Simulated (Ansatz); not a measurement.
Ansatz (an electronic-structure program) input (CCSD(T)/6-31G):

Ansatz 0.2 input:
```yaml
crystal:
  periodic: [false, false, false]
  atoms:
    - {symbol: Si, position_ang: [0.16894242, -0.50178611, -0.09480659]}
    - {symbol: Cl, position_ang: [-0.07186506, 1.14933153, -1.47710776]}
    - {symbol: Cl, position_ang: [-0.02437504, 0.65493647, 1.75935862]}
    - {symbol: N, position_ang: [1.43358399, -1.49970871, -0.19619025]}
    - {symbol: N, position_ang: [-1.35372056, -1.30311004, -0.32068717]}
    - {symbol: H, position_ang: [2.33285940, -1.16774678, 0.12579313]}
    - {symbol: H, position_ang: [-1.44711920, -2.13730504, 0.24249608]}
    - {symbol: H, position_ang: [-2.17389665, -0.72276744, -0.22111948]}
basis:
  gaussian:
    orbitals: 6-31G
total_charge: -1
magnetization: {spin_polarized: false}
correlation: {method: ccsd_t, electrons: outside_noble_gas}
```

End of the output:

```
integrals: 0.04 GiB planned
780 factors; integrals over basis functions are off by at most 2.4e-4 eV
0.58 GiB of device memory are held for the factors and their scratch space
mean field: 0.30 GiB planned
mean field evaluation 1: about -35875.8031 eV, gradient 3.5e1 eV
mean field evaluation 2: about -35875.8102 eV, gradient 3.5e1 eV
mean field evaluation 4: about -35879.0665 eV, gradient 3.2e0 eV
mean field evaluation 8: about -35879.0993 eV, gradient 5.0e-4 eV
mean field evaluation 16: about -35879.0879 eV, gradient 2.3e-1 eV
mean field -35879.09929271 eV, -1318.5325792801 hartree, gradient 2.8e-6 eV, S^2 0.000000; 0 other end points of the search recorded, 0 dependent functions left out
17 core orbitals not correlated
reference -35879.09929271 eV, -1318.5325792801 hartree; 16, 16 occupied and 30, 30 virtual orbitals, 780 factors
second order -9.78713343 eV of doubles, -0.00000000 eV of singles
coupled cluster: 0.21 GiB planned
cycle   1  -10.00970409 eV  change   -2.2e-1 eV  update   1.0e-1
cycle   2  -10.34585154 eV  change   -3.4e-1 eV  update   3.0e-2
cycle   3  -10.44908317 eV  change   -1.0e-1 eV  update   1.6e-2
cycle   4  -10.45578716 eV  change   -6.7e-3 eV  update   3.7e-3
cycle   5  -10.45548990 eV  change    3.0e-4 eV  update   1.4e-3
cycle   6  -10.45530776 eV  change    1.8e-4 eV  update   3.6e-4
cycle   7  -10.45502570 eV  change    2.8e-4 eV  update   1.2e-4
cycle   8  -10.45500706 eV  change    1.9e-5 eV  update   3.9e-5
perturbative correction -0.26279350 eV, -0.0096574829 hartree
Total energy: -35889.81709327 eV, -1318.9264511859 hartree
```

It need not be the lowest isomer of its formula. Whether it binds its extra electron was not tested at this geometry.
